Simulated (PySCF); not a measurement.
Ga⁸⁺ (gallium, charge +8) across methods

[Ar] 3d5, high-spin 6S determinant. All numbers are calculated (PySCF 2.14, scalar relativity by spin-free X2C-1e, in an uncontracted even-tempered set (20 s from 0.32 bohr⁻², ratio 2.5; 13 p from 0.42 bohr⁻², ratio 2.5; 9 d from 0.42 bohr⁻², ratio 2.5; 5 f from 2.5 bohr⁻², ratio 2.7; 4 g from 3.8 bohr⁻², ratio 2.7)).

```
method  E (hartree)  mean ε 3p α (eV)  mean ε 3p β (eV)  mean ε 3d α (eV)  Σ⟨r²⟩ (bohr²)   ⟨S²⟩
  PBE0    -1920.410           -284.12           -272.42           -199.71          6.353  8.751
   PBE    -1920.331           -276.56           -267.94           -194.73          6.364  8.750
   LDA    -1917.362           -276.22           -267.95           -194.87          6.371  8.750
   UHF  -1919.56884           -305.50           -283.75           -213.42          6.335  8.752
```

(1) Estimate the same row for r2SCAN.

## Answers

(1) E (hartree) = -1920.643; mean ε 3p α (eV) = -280.46; mean ε 3p β (eV) = -269.21; mean ε 3d α (eV) = -196.13; Σ⟨r²⟩ (bohr²) = 6.345; ⟨S²⟩ = 8.751.
